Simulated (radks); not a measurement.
Numerical settings for the platinum ion Pt2+, [Xe] 4f14 5d8. All-electron calculation, scalar-relativistic Kohn-Sham, PBEsol, spin-polarised, spherical densities, finite nucleus; open shells are filled with parallel spins first (spin-orbit coupling, left out, can overturn this in heavy ions); Fermi nuclear charge, rms radius 5.427 fm. Program: a radial shooting solver on a logarithmic mesh with Libxc functionals. The defaults (mesh step 0.008 in ln r, mesh end at 40 bohr or more with all orbitals vanishing there, Anderson mixing 0.5 over 9 steps, residual threshold near 1e-9 with the energy settled to 1e-9 hartree or 1e-11 of itself, here a cap of 60 iterations) give E = -18403.484 hartree and 5d at -25.184 eV in 15 iterations. Run on one thread of a shared host, so times are rough (Arm Neoverse V2): 0.26 s of CPU time, 0.26 s wall, 15 iterations on 2254 mesh points. Changes against that run (0 stands for a change within the tolerance of the run):

setting                     iterations  converged  E (mhartree)  e(5d) (meV)  CPU (s)
mesh step in ln r 0.12               4         no      diverged            -     0.01
mesh step in ln r 0.03              15        yes      +0.00584            0     0.08
mesh step in ln r 0.2                4         no      diverged            -     0.02
mesh end (bohr) 12                  15        yes             0            0     0.25
mesh end (bohr) 20                  15        yes             0            0     0.25
residual threshold 1e-05            11        yes             0       -0.134     0.21
residual threshold 1e-16            60         no             0            0     0.48
mixing 1.5                          14        yes             0            0     0.25
linear mixing, mixing 0.5           30        yes             0            0     0.41
linear mixing, mixing 0.05          60         no         -24.5         -500        1
mixing history 2                    21        yes             0            0     0.32
iteration cap 8                      8         no      +0.00578          +11     0.16

No run marked as converged misses the energy by more than 1 mhartree. A mesh that ends early acts as a hard wall.
